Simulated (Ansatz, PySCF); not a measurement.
System: InI, net charge 0, singlet state. 
Structure (B3LYP-D3(BJ)/def2-TZVP (Ansatz, a program for electronic structure) minimum search):
```xyz
2

In     0.0000     0.0000    -1.4569
I      0.0000     0.0000     1.3470
```
Charge 0, spin multiplicity 1.

Dipole moments at this geometry, in debye (magnitudes).

```json
[
 {"level": "BP86/def2-TZVPD", "program": "PySCF", "dipole (D)": "3.56"},
 {"level": "M06-L/def2-TZVPD", "program": "PySCF", "dipole (D)": "3.29"},
 {"level": "r2SCAN/def2-TZVPD", "program": "Ansatz", "dipole (D)": "…"},
 {"level": "B97M-V/def2-TZVPD", "program": "Ansatz", "dipole (D)": "3.68"},
 {"level": "PBE0/def2-TZVPD", "program": "Ansatz", "dipole (D)": "3.78"},
 {"level": "BHLYP/def2-TZVPD", "program": "Ansatz", "dipole (D)": "3.97"},
 {"level": "HSE06/def2-TZVPD", "program": "Ansatz", "dipole (D)": "3.77"},
 {"level": "wB97X-V/def2-TZVPD", "program": "Ansatz", "dipole (D)": "3.99"},
 {"level": "CCSD(T)/def2-SVPD", "program": "Ansatz", "dipole (D)": "…"}
]
```

Task: Some entries are withheld; supply them.

Result: 
- r2SCAN/def2-TZVPD, dipole (D): 3.59
- CCSD(T)/def2-SVPD, dipole (D): 3.58
